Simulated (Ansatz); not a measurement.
C2H4OSi can be A, `O[SiH]1C=C1`, or B, `[SiH3]C1=CO1`.

Calculated with Ansatz (gas phase, PBE0-D4/def2-TZVP geometries, no zero-point term in ΔE). CCSD(T)/CBS adds triple-zeta CCSD(T) − MP2 to the extrapolated MP2 energy (def2 sets, frozen cores). DFT in def2-TZVPP. One conformer a species, not always the lowest.

(1) Which isomer does CCSD(T)/CBS put lower? Give the gap. (Estimate.)

(2) Give E(B) − E(A) in kcal/mol with B2PLYP, HF/def2-TZVPP, r2SCAN-D4, LDA (SPW92), MP2/def2-TZVPP, BLYP-D4, PBE0-D4. (Estimate.)

(3) Does the order hold for the free energy at 298.15 K (harmonic terms from PBE0-D4)? (Best estimate.)

Largest T1 diagnostic: 0.024.

Answers

(1) Ansatz gave: A, by 81.2 kcal/mol.

(2) Computed: B2PLYP 77.9, HF/def2-TZVPP 88.5, r2SCAN-D4 78.1, LDA (SPW92) 78.1, MP2/def2-TZVPP 83.8, BLYP-D4 69.7, PBE0-D4 81.0. None reverses the order clearly.

(3) Computed: Yes: G(B) − G(A) = +75.5 kcal/mol, for one conformer each.

From BLYP to BHLYP (50 % exact exchange), in def2-TZVPP and without D4, E(B) − E(A) moves by +15.5 kcal/mol. In def2-TZVPP, CCSD(T) changes the Hartree–Fock value by −8.7 kcal/mol (the triples alone add −3.7 kcal/mol) and MP2 by −4.7 kcal/mol.
